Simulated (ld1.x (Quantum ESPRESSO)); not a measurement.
**lanthanum: one change to a TM semilocal potential, before and after**

* Element: La
* Generator: ld1.x (Quantum ESPRESSO) 7.5
* Type: norm-conserving Troullier–Martins (semilocal form)
* Functional: PBEsol
* Relativity: scalar-relativistic
* Frozen core: [Kr] 4d10
* Valence charge: 11
* Reference configuration: 4f0 5s2 5p6 5d1 6s2 6p0
* Partial waves: 5s (bound): rc 1.40 bohr; 5p (bound): rc 2.75 bohr; 4f (bound, empty): rc 1.65 bohr; 5d (bound): rc 3.30 bohr
* Local potential: the d channel
* Core correction: none

Occupied shells without a wave of their own: 6s. They enter only through the test configuration that unscreens the potential.

All-electron outer shells of the reference configuration (PBEsol, scalar-relativistic, ld1.x):

```tsv
shell	level (eV)	outermost node (bohr)	outermost maximum (bohr)
4p	-199.76	0.34	0.63
4d	-103.77	0.32	0.68
5s	-38.95	0.77	1.41
5p	-22.40	0.83	1.58
4f	-4.39	–	0.75
6s	-3.70	1.86	3.79
5d	-3.10	0.95	2.21
6p	-1.34	2.21	4.93
```

Change: all radii scaled by about 0.91 (s 1.28, p 2.50, d 3.00, f 1.50 bohr).

Cutoffs: the cutoffs (Ry, on a coarse ladder) from which the occupation-weighted sum of valence levels, in a spherical-Bessel basis at the reference potential, stays within 10 and 1 mRy of its value at 400 Ry; they do not see the model core or the augmentation charge, which bear on the density cutoff. Errors are all-electron minus pseudo energies relative to the spin-unpolarised reference configuration.

**Question.** Predict the effect on cutoff, ghosts and configuration errors.

**Answer.** The potential gets harder (50 Ry and 90 Ry → 90 Ry and 160 Ry); the number of tests that count goes from 7 to 6; of the 6 tests that both files solve, the error grows in 4 and shrinks in 0 by more than 15 % and 0.3 meV (median size 228.9 → 275.1 meV); neither file shows a bound ghost at the reference potential, the only one tested. A smaller radius makes the pseudo-wave follow the all-electron one further in, where it bends more sharply, so more plane waves are needed. That the errors move this way runs against the usual rule that smaller radii transfer better. A semilocal file is local in each channel, so a ghost entry of none says nothing of the separable form that plane-wave codes build from it.

```tsv
quantity	base	changed
cutoff, loose	50 Ry	90 Ry
cutoff, tight	90 Ry	160 Ry
loose cutoff by channel (10 mRy a level)	s 40 Ry, p 8 Ry, d 10 Ry	s 60 Ry, p 10 Ry, d 10 Ry
bound ghosts	none	none
largest miss of a reference level, eV	0.06	0.09
tests counted (converged, no solver errors)	7 of 7	6 of 7
error for 4f0 5s2 5p6 5d1 6s1 6p0, meV [ΔE 6.00 eV]	-74	-116
error for 4f0 5s2 5p6 5d1 6s0 6p0, meV [ΔE 16.85 eV]	-198	-311
error for 4f0 5s2 5p6 5d0 6s0 6p0, meV [ΔE 35.75 eV]	-270	-439
error for 4f1 5s2 5p6 5d0 6s1 6p0, meV [ΔE 6.23 eV]	+260	+239
error for 4f0 5s2 5p6 5d2 6s0 6p0, meV [ΔE 6.05 eV]	-133	-206
error for 4f0 5s2 5p6 5d1 6s0 6p1, meV [ΔE 8.98 eV]	-7606	-7644
```

Base: The cutoffs count occupied waves only; the empty 4f level needs 110 Ry at the loose tolerance. These tests converged, but a pseudo level misses the all-electron one widely, so the file describes the atom poorly there or has found another state: 4f0 5s2 5p6 5d1 6s0 6p0: empty 6p by 6.8 eV; 4f0 5s2 5p6 5d0 6s0 6p0: empty 6p by 11.0 eV; 4f0 5s2 5p6 5d1 6s1 6p1: 5s by 11.6 eV (a node warning on the way); 4f0 5s2 5p6 5d1 6s0 6p1: 5s by 5.8 eV. ld1.x printed “convergence not achieved” for 7 of the counted tests; their residual had stalled under 1e-8, short of the target of 1e-14. The 6s level has no wave, so the channel is fitted at the deeper level alone: the likely source of the large errors. Changed file: The cutoffs count occupied waves only; the empty 4f level needs 140 Ry at the loose tolerance. Tests not counted: 4f0 5s2 5p6 5d1 6s1 6p1 (an occupied level unbound or not found, printed error -14.2 eV). These tests converged, but a pseudo level misses the all-electron one widely, so the file describes the atom poorly there or has found another state: 4f0 5s2 5p6 5d1 6s0 6p0: empty 6p by 6.8 eV; 4f0 5s2 5p6 5d0 6s0 6p0: empty 6p by 11.0 eV; 4f0 5s2 5p6 5d1 6s0 6p1: 5s by 5.9 eV. ld1.x printed “convergence not achieved” for 6 of the counted tests; their residual had stalled under 1e-8, short of the target of 1e-14. The 6s level has no wave, so the channel is fitted at the deeper level alone: the likely source of the large errors.
